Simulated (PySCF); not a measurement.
**Magnetisability: [BeH]-, charge -1**

Geometry:
```csv
atom,x (Å),y (Å),z (Å)
Be1,-0.482,0.346,-0.422
H2,0.485,-0.345,0.408
```

Total charge -1.

Method used: GIAO B3LYP/aug-pcSseg-1 magnetisability, rotational g tensor and spin-rotation constants, non-relativistic, gas phase (PySCF). Geometry: PBE0-D3(BJ)/def2-SVP, altered.

For an ion the centre-of-mass motion in the field is neglected. The highest occupied orbital is unbound at this level, so the values depend on the basis.

How diamagnetic is it, and how anisotropic?

Isotropic -59 × 10⁻³⁰ J/T², or -3.5 × 10⁻⁶ cm³/mol; principal values -608, 216, 216 × 10⁻³⁰ J/T², anisotropy 823 × 10⁻³⁰ J/T² (root of half the summed squared differences of the principal values). The susceptibility is in cgs units.

Split it along the inertial axes a, b, c into diamagnetic and paramagnetic parts about the centre of mass, with the quadrupole moment.


```tsv
axis	χ (10⁻⁶ cm³/mol)	diamagnetic (10⁻⁶ cm³/mol)	paramagnetic (10⁻⁶ cm³/mol)	summed x² of all electrons (Å²)	quadrupole Θ (D Å)
a	-36.6	-36.6	0.0	8.0	-9.36
b	13.0	-52.4	65.4	4.3	+4.68
c	13.0	-52.4	65.4	4.3	+4.68
```
Anisotropies 2χaa − χbb − χcc = -99.2 and 2χbb − χaa − χcc = +49.6 × 10⁻⁶ cm³/mol. Θ is traceless in Buckingham's convention.

And the rotational g tensor?


| axis | rotational constant (GHz) | g | nuclear part | electronic part |
| --- | --- | --- | --- | --- |
| b | 265.2063 | -7.2066 | 0.9439 | -8.1505 |
| c | 265.2063 | -7.2066 | 0.9439 | -8.1505 |

Linear; isotopes 9Be, 1H; no vibrational averaging.
